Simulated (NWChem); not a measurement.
HTeBr; SMILES Br[TeH]

This build's default masses of Se (78.918 u) and Br (79.917 u) are each other's, which moves their modes by up to 0.6 %. def2 effective core potentials on Te; no spin-orbit coupling.

### Question
Give the equilibrium geometry at PBE0/def2-SVP with def2 effective core potentials on Te (NWChem) as an XYZ file, with the point group.

### Answer
point group Cs; any orientation.
```
3

Te     0.0162    -0.9780     0.0000
H     -1.6495    -1.0627     0.0000
Br     0.0443     1.5359     0.0000
```
